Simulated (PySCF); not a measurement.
SMILES C1=C[SiH]C=C1, doublet (PBE0/def2-SVP optimised geometry):

```
10

C     -1.473     0.730    -0.001
C     -0.254     1.362     0.000
Si     0.941     0.000     0.000
C     -0.254    -1.362    -0.002
C     -1.473    -0.731    -0.002
H     -2.422     1.276    -0.001
H     -0.137     2.445     0.001
H      2.422     0.000     0.000
H     -0.137    -2.445    -0.002
H     -2.422    -1.277    -0.003
```

Level of theory: unrestricted PBE0/def2-TZVP (PySCF 2.14.0).

Question: What are the frontier orbital energies (α orbitals alone; a β orbital can be the lowest empty one) and the dipole moment?

Answer: HOMO-2 -9.02 eV, HOMO-1 -6.72 eV, HOMO -5.49 eV, LUMO -0.12 eV, LUMO+1 0.47 eV; dipole moment 0.27 D.

Meta-Löwdin charges at PBE0/def2-TZVP: C1 -0.11, C2 -0.41, Si3 0.57, C4 -0.41, C5 -0.11, H6 0.12, H7 0.14, H8 -0.04, H9 0.14, H10 0.12.
